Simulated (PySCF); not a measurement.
Here is a job for PySCF.
```python
from pyscf import gto, scf

mol = gto.M(
    atom='''
Si   -2.37344619   -0.73634768    0.49124597
O    -0.84660437   -0.20621407    0.73836997
Si    0.65501617    0.25832434    0.41429540
Cl    0.59850020    1.85551039   -0.79113936
Cl    1.62534784   -1.24686223   -0.48021013
H    -2.26744983   -2.04723302   -0.14271386
H    -3.02570302    0.24364621   -0.37231276
H    -2.91739079   -0.78090160    1.84308215
H     1.23598226    0.57950903    1.70034670
''',
    basis='pcseg-0',
    verbose=4,
    max_memory=1800,
)

mf = scf.RHF(mol)
mf = mf.density_fit(auxbasis='def2-universal-jkfit')
mf.kernel()
```

Task: What HOMO energy does DF-HF/pcseg-0 (PySCF) give?

Result: -12.80 eV

Task: Predict the dipole moment from DF-HF/pcseg-0.

Result: 2.50 D

Task: Predict the HOMO-LUMO gap from DF-HF/pcseg-0.

Result: 16.28 eV

Task: Give the number of basis functions at the level DF-HF/pcseg-0.

Result: 69

Task: What is the computed Mulliken (on the basis functions themselves) charges in atom order (DF-HF/pcseg-0)?

Result: Si1 1.23, O2 -1.28, Si3 1.64, Cl4 -0.47, Cl5 -0.47, H6 -0.18, H7 -0.18, H8 -0.18, H9 -0.12

Task: Give the nuclear repulsion energy at the level DF-HF/pcseg-0.

Result: 441.5835 Eh
